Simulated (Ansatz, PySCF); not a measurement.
System: sum formula H4SiSO3 (charge 0, singlet). SMILES: O[Si](S)(O)O
Structure (B3LYP-D3(BJ)/def2-TZVP (Ansatz, a program for electronic structure) minimum search):
```xyz
9

O      0.5711    -0.1832     1.6663
Si    -0.2167    -0.1738     0.2354
O     -0.5207    -1.7395    -0.1244
O     -1.6636     0.5950     0.2326
S      1.0110     0.8759    -1.1583
H      0.3597    -0.9015     2.2704
H     -1.0819    -1.9271    -0.8812
H     -1.6689     1.5454     0.3742
H      2.1556     0.3238    -0.7216
```
Charge 0, spin multiplicity 1.

PBE beside other levels, property by property. Cores are frozen in the correlated levels unless marked. UHF or UKS for open shells. No spin-orbit coupling. No relativistic terms. Basis-set limits of correlation are two-point, X^-3; Hartree-Fock from the larger set. [CCSD(T)-MP2]/basis is that difference in the basis named. Rows marked 298 K are enthalpies with B3LYP-D3(BJ) harmonic zero-point and thermal terms. Atomisation energies are electronic, to ground-state atoms; the column to compare with has the core term from cc-pwCVTZ added, other frozen-core levels have none. Vertical energies are electronic, to the SCF solution reached for that spin. Frequencies are from Ansatz or PySCF. The coupled-cluster column (Ansatz) is a level with limits of its own: (a) RI-MP2/CBS(aug-cc-pV(T+d)Z,aug-cc-pV(Q+d)Z)+[CCSD(T)-MP2]/aug-cc-pV(T+d)Z; (b) CCSD(T)/CBS(aug-cc-pV(T+d)Z,aug-cc-pV(Q+d)Z); (c) CCSD(T)/CBS(cc-pV(T+d)Z,cc-pV(Q+d)Z).

| property | SVWN5/def2-TZVPD (Ansatz) | r2SCAN-D4/def2-TZVPD (Ansatz + dftd4) | wB97M-V/def2-TZVPD (Ansatz) | coupled cluster |
|---|---|---|---|---|
| atomisation energy (kcal/mol) | 966.2 | 835.9 | 838.0 | 845.6 (b) |
| vertical triplet-singlet gap (eV) | 5.59 | 5.59 | 5.94 | 5.97 (a) |
| H-S bond dissociation enthalpy, 298 K, to O[Si](O)(O)[S] + H atom (kcal/mol) | 99.4 | 87.7 | 90.6 | 91.4 (c) |
| vertical ionisation energy to the doublet (eV) | 9.87 | 9.81 | 10.07 | 10.20 (a) |
| O-Si bond dissociation enthalpy, 298 K, to [OH] (HO) + O[Si](O)S (kcal/mol) | 148.3 | 127.9 | 134.5 | 136.5 (b) |

Task: What does PBE/def2-TZVPD (Ansatz) give for each property, and on which side of coupled cluster does it fall?

Result: 
- atomisation energy: PBE lies 6.2 kcal/mol below coupled cluster; PBE gives 839.4 kcal/mol.
- vertical triplet-singlet gap: PBE lies 0.51 eV below coupled cluster; PBE gives 5.46 eV.
- H-S bond dissociation enthalpy, 298 K, to O[Si](O)(O)[S] + H atom: PBE lies 4.2 kcal/mol below coupled cluster; PBE gives 87.2 kcal/mol.
- vertical ionisation energy to the doublet: PBE lies 0.53 eV below coupled cluster; PBE gives 9.67 eV.
- O-Si bond dissociation enthalpy, 298 K, to [OH] (HO) + O[Si](O)S: PBE lies 10.1 kcal/mol below coupled cluster; PBE gives 126.4 kcal/mol.
